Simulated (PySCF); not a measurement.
**Correlation energy of Cl²⁺ (chlorine, charge +2)**

[Ne] 3s2 3p3, high-spin 4S determinant. Calculation: PySCF 2.14, in x2c-QZVPPall with one added diffuse shell each of s, p, d, f type (10s7p5d3f1g, 86 functions); scalar relativity by spin-free X2C-1e. Frozen: 1s2; 13 electrons correlated.

| level | correlation energy (mhartree) |
| --- | --- |
| CCSD | -301.42 |
| (T) | -5.55 |
| CCSD(T) | -306.97 |

Diagnostics: T1 = 0.0030, D1 = 0.0120, largest double amplitude 0.050.

Cost of the coupled-cluster step: roughly 50 core-seconds, for 13 correlated electrons.

This basis was not built for core-valence correlation, so the inner-shell part is incomplete.
